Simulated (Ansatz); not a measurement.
Consider the formal exchange of groups at a C–C bond: `CC(=O)CC(C)=O` + `CC` → `CCC(=O)CC(C)=O` + CH₄.

Computed with Ansatz on PBE0-D4/def2-TZVP structures; ΔE is electronic, products minus reactants. CBS: MP2 limit from def2 TZ/QZ plus the TZ coupled-cluster correction, frozen cores. This one scheme is used for every species. DFT in def2-TZVPP. One conformer a species, not always the lowest.

```tsv
level	ΔE (eV)
r2SCAN-D4	-0.13
PBE0	-0.08
```

What does CCSD(T)/CBS give? (Best estimate.)

Ansatz gave: -0.12 eV. The listed levels differ from it by -0.01, 0.04 eV.

Largest T1 diagnostic among the species: 0.015.

The D4 term adds −0.04 eV with B3LYP and −0.03 eV with PBE0; it sums over pairs of atoms, weighted by their polarisabilities, and B3LYP, whose exchange is more repulsive, gets the larger term. In def2-TZVPP, CCSD(T) changes the Hartree–Fock value by −0.07 eV (the triples alone add −0.01 eV) and MP2 by −0.08 eV.

B3LYP here is the variant with VWN-RPA as its local correlation; programs differ in this.
